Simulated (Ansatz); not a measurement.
Relaxation of Rh5⁻ with RKS B3LYP-D4/def2-SVPD.

```sh
$ ansatz run in.yaml --threads 4 --pin off --events-out ev --progress --plain --max-ram 4787MiB
```

```yaml
crystal:
  periodic: [false, false, false]
  atoms:
    - {symbol: Rh, position_ang: [-2.490230, -0.461510, 0.055290]}
    - {symbol: Rh, position_ang: [-0.174240, -0.666540, -0.148870]}
    - {symbol: Rh, position_ang: [1.974720, -1.494850, -0.526300]}
    - {symbol: Rh, position_ang: [-0.890690, 1.610080, 0.419410]}
    - {symbol: Rh, position_ang: [1.580440, 1.012830, 0.200470]}
basis:
  gaussian: {orbitals: def2-SVPD}
total_charge: -1
hamiltonian: {xc: {name: B3LYP}, dispersion: d4}
scf: {lower_state_search: "off"}
output: {orbitals: {seedname: orbitals}}
relax: {f_tol: 0.02, max_steps: 100}
```

It took 92 s on 4 threads of Arm Neoverse V2 on a shared host, peak host memory 0.67 GiB.

Positions (Å) and forces (eV/Å) at steps 1, 2, 3, 4, 5, 6, 7, 8, 9, 10, 11, 12, 13 of 13:

```xyz
5
step=1 energy=-15042.8077 eV
Rh   -2.490   -0.462    0.055    0.806    0.422   -0.085
Rh   -0.174   -0.667   -0.149   -0.154   -1.038    0.205
Rh    1.975   -1.495   -0.526   -0.528    0.805   -0.008
Rh   -0.891    1.610    0.419   -0.039    0.020   -0.133
Rh    1.580    1.013    0.200   -0.085   -0.209    0.021
5
step=2 energy=-15043.0685 eV
Rh   -2.443   -0.385    0.057   -0.107    0.284   -0.087
Rh   -0.189   -0.778   -0.071   -0.047   -0.950    0.356
Rh    1.968   -1.387   -0.574    0.131    0.390   -0.230
Rh   -0.880    1.588    0.351    0.011    0.313   -0.122
Rh    1.545    0.961    0.238    0.011   -0.036    0.083
5
step=3 energy=-15043.3183 eV
Rh   -2.441   -0.312    0.032    0.162    0.297   -0.168
Rh   -0.201   -0.921    0.060    0.039   -0.400    0.425
Rh    1.990   -1.290   -0.654   -0.088    0.378   -0.128
Rh   -0.866    1.598    0.290    0.119   -0.130   -0.068
Rh    1.518    0.925    0.272   -0.232   -0.144   -0.061
5
step=4 energy=-15043.4862 eV
Rh   -2.415   -0.243   -0.042    0.394    0.116   -0.201
Rh   -0.201   -1.032    0.220    0.122   -0.187    0.279
Rh    1.982   -1.209   -0.718   -0.246    0.018   -0.106
Rh   -0.846    1.582    0.284   -0.151    0.060    0.063
Rh    1.480    0.902    0.255   -0.119   -0.008   -0.036
5
step=5 energy=-15043.6181 eV
Rh   -2.326   -0.218   -0.167    0.483    0.101   -0.048
Rh   -0.170   -1.105    0.399    0.152    0.085    0.038
Rh    1.925   -1.193   -0.786   -0.256    0.032    0.025
Rh   -0.865    1.618    0.339   -0.149   -0.038    0.022
Rh    1.436    0.898    0.216   -0.230   -0.181   -0.038
5
step=6 energy=-15043.7179 eV
Rh   -2.172   -0.184   -0.278    0.374   -0.015    0.104
Rh   -0.117   -1.191    0.562    0.149    0.061   -0.175
Rh    1.864   -1.186   -0.857   -0.254    0.015    0.068
Rh   -0.909    1.704    0.386    0.008    0.062   -0.100
Rh    1.333    0.856    0.187   -0.277   -0.123    0.103
5
step=7 energy=-15043.8595 eV
Rh   -2.020   -0.183   -0.243    0.363    0.247    0.215
Rh   -0.062   -1.327    0.620    0.207    0.140   -0.183
Rh    1.774   -1.127   -0.952   -0.172   -0.176   -0.141
Rh   -0.926    1.850    0.252    0.004   -0.289   -0.284
Rh    1.233    0.786    0.322   -0.403    0.077    0.393
5
step=8 energy=-15043.8871 eV
Rh   -1.846   -0.161   -0.233    0.145   -0.087    0.205
Rh    0.008   -1.469    0.715   -0.010    0.324   -0.650
Rh    1.665   -1.058   -1.059   -0.484   -0.091    0.345
Rh   -0.934    1.971    0.123   -0.010   -0.437   -0.162
Rh    1.108    0.717    0.454    0.360    0.290    0.263
5
step=9 energy=-15043.9831 eV
Rh   -1.850   -0.220   -0.207   -0.294    0.130   -0.067
Rh    0.001   -1.415    0.670    0.164    0.059    0.231
Rh    1.527   -0.998   -1.091    0.175    0.175   -0.034
Rh   -0.881    1.888    0.007    0.381   -0.226    0.095
Rh    1.203    0.746    0.621   -0.425   -0.137   -0.225
5
step=10 energy=-15044.0330 eV
Rh   -1.939   -0.200   -0.131   -0.065   -0.057    0.046
Rh   -0.011   -1.409    0.635    0.022    0.218   -0.091
Rh    1.612   -0.968   -1.083    0.015    0.063    0.114
Rh   -0.839    1.852   -0.032    0.022   -0.033    0.003
Rh    1.177    0.725    0.611    0.005   -0.191   -0.072
5
step=11 energy=-15044.0138 eV rejected
Rh   -2.082   -0.183   -0.027    0.431    0.044    0.025
Rh   -0.045   -1.353    0.547   -0.156   -0.269   -0.085
Rh    1.752   -0.966   -1.049   -0.200    0.008    0.096
Rh   -0.809    1.794   -0.054   -0.404    0.179   -0.125
Rh    1.184    0.708    0.582    0.330    0.039    0.089
5
step=12 energy=-15044.0455 eV
Rh   -2.000   -0.190   -0.073    0.013   -0.022    0.011
Rh   -0.030   -1.389    0.585   -0.015    0.037    0.001
Rh    1.675   -0.962   -1.062    0.020   -0.004   -0.014
Rh   -0.832    1.829   -0.053    0.032    0.001    0.010
Rh    1.187    0.712    0.603   -0.051   -0.012   -0.008
5
step=13 energy=-15044.0456 eV
Rh   -2.002   -0.189   -0.063    0.004   -0.001   -0.009
Rh   -0.032   -1.390    0.579   -0.009    0.015    0.006
Rh    1.683   -0.961   -1.061   -0.002    0.005    0.004
Rh   -0.830    1.831   -0.059   -0.003   -0.013    0.011
Rh    1.181    0.710    0.603    0.009   -0.006   -0.013
```

In the def2 sets Rh takes a core potential; there is no spin–orbit coupling. The restricted singlet is unstable towards broken spin symmetry in Hartree–Fock (as tested in another run); at B3LYP-D4/def2-SVPD this wasn't settled. The relaxation made no stability test and no search for a lower SCF solution. No other spin state of charge -1 was run. Another isomer (singlet) lies 1.04 eV lower at PBE0-D4/def2-TZVPD; other spin states weren't run for this one.
